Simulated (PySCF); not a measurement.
# Correlation energy of P³⁺ (phosphorus, charge +3)

[Ne] 3s2, closed-shell 1S. Calculation: PySCF 2.14, in aug-cc-pwCVTZ (8s7p5d3f, 75 functions); the non-relativistic Hamiltonian (point nucleus). Frozen: [Ne]; 2 electrons correlated.

With two correlated electrons CCSD is exact within the correlated space (frozen core and kept virtual orbitals).

| level | correlation energy (mhartree) |
| --- | --- |
| CCSD | -49.97 |

Diagnostics: T1 = 0.0047, D1 = 0.0067, largest double amplitude 0.114.

Cost of the coupled-cluster step: about 0.8 core-seconds, for 2 correlated electrons.
